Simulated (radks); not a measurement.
Ionisation of the terbium ion Tb+, [Xe] 4f9 6s1, to [Xe] 4f9 as the strength of local exchange is varied. All-electron calculation, Dirac Kohn-Sham, Slater X-alpha exchange (alpha = 2/3 is LDA exchange), no correlation, spin-unpolarised, spherical densities, finite nucleus; open shells fill j = l - 1/2 first; Fermi nuclear charge, rms radius 5.06 fm. Program: a radial shooting solver on a logarithmic mesh with Libxc functionals.

alpha = 0.555: E(Tb+) (hartree) -11662.9891; exchange (hartree) -201.3069; IE (eV) 10.328; -e of the level emptied (eV) 7.582 (6s1/2); <r> of it (bohr) 3.890
alpha = 0.667: E(Tb+) (hartree) -11703.6904; exchange (hartree) -242.8498; IE (eV) 10.851; -e of the level emptied (eV) 8.113 (6s1/2); <r> of it (bohr) 3.798
alpha = 0.747: E(Tb+) (hartree) -11732.8569; exchange (hartree) -272.7067; IE (eV) 11.243; -e of the level emptied (eV) 8.513 (6s1/2); <r> of it (bohr) 3.733
alpha = 0.839: E(Tb+) (hartree) -11766.4947; exchange (hartree) -307.2299; IE (eV) 11.708; -e of the level emptied (eV) 8.992 (6s1/2); <r> of it (bohr) 3.660
alpha = 0.894: E(Tb+) (hartree) -11786.6532; exchange (hartree) -327.9646; IE (eV) 11.994; -e of the level emptied (eV) 9.287 (6s1/2); <r> of it (bohr) 3.617
alpha = 0.954: E(Tb+) (hartree) -11808.6860; exchange (hartree) -350.6657; IE (eV) 12.311; -e of the level emptied (eV) 9.615 (6s1/2); <r> of it (bohr) 3.571
alpha = 0.998: E(Tb+) (hartree) -11824.8709; exchange (hartree) -367.3671; IE (eV) 12.547; -e of the level emptied (eV) 9.861 (6s1/2); <r> of it (bohr) 3.538
alpha = 1.002: E(Tb+) (hartree) -11826.3434; exchange (hartree) -368.8876; IE (eV) 12.568; -e of the level emptied (eV) 9.883 (6s1/2); <r> of it (bohr) 3.535

NIST Atomic Spectra Database: 11.51 eV (semi-empirical). The Delta-SCF value meets it near alpha = 0.80. Spin polarisation and multiplet splitting are left out, so open shells lie too high by an amount that depends on their filling.

Beside tabulated values, note that spin-unpolarised runs miss the spin-polarisation part of the exchange energy of open shells.
